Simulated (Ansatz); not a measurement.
`CO[CH2][AlH2]` + `C=C1C[SiH2]1` → `[AlH2]/[CH]=C1/C[SiH2]1` + `COC`  (formal exchange of groups at the Al–C bond)

Program: Ansatz. Geometries: PBE0-D4/def2-TZVP. ΔE: electronic, gas phase. CCSD(T)/CBS adds triple-zeta CCSD(T) − MP2 to the extrapolated MP2 energy (def2 sets, frozen cores). Functionals use def2-TZVPP. One conformer a species, not always the lowest.

(1) Is it downhill or uphill in electronic energy at CCSD(T)/CBS, and by how much? (An estimate is asked.)

(2) What do these levels give: r2SCAN-D4, PBE0-D4, ωB97X-V, B2PLYP, PBE, PBE0, MP2/def2-TZVPP, CCSD/def2-TZVPP, HF/def2-QZVPP, MP2/def2-QZVPP, HF/CBS(def2), MP2/CBS(def2)? (Estimate.)

Largest T1 diagnostic among the species: 0.013.

## Answers

(1) Computed: Downhill: ΔE = -34.6 kJ/mol.

(2) Ansatz gave: r2SCAN-D4 -35.6, PBE0-D4 -34.7, ωB97X-V -32.7, B2PLYP -34.2, PBE -30.7, PBE0 -32.8, MP2/def2-TZVPP -38.9, CCSD/def2-TZVPP -34.6, HF/def2-QZVPP -36.6, MP2/def2-QZVPP -38.1, HF/CBS(def2) -36.5, MP2/CBS(def2) -37.7 kJ/mol.

The D4 term adds −3.2 kJ/mol with B3LYP and −1.8 kJ/mol with PBE0; it sums over pairs of atoms, weighted by their polarisabilities, and B3LYP, whose exchange is more repulsive, gets the larger term.

B3LYP here is the variant with VWN-RPA as its local correlation; programs differ in this.
